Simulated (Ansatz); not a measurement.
Harmonic frequencies (cm⁻¹) at PBE0-D4/def2-TZVP from Ansatz: 42, 108, 117, 218, 361, 485, 552, 600, 610, 724, 750, 838, 876, 903, 950, 988, 1231, 1771, 2274, 2290, 3577.

Each molecule was computed in one conformer, which needn't be the lowest.

**Question.** Which molecule is it?
A. `OCBCl`
B. `F[B]1[SiH2][O][Al]1[SH]`
C. `N=C(F)S[SiH2]F`
D. `S[CH2][Al]1[CH]=[CH]1`

**Answer.** C.
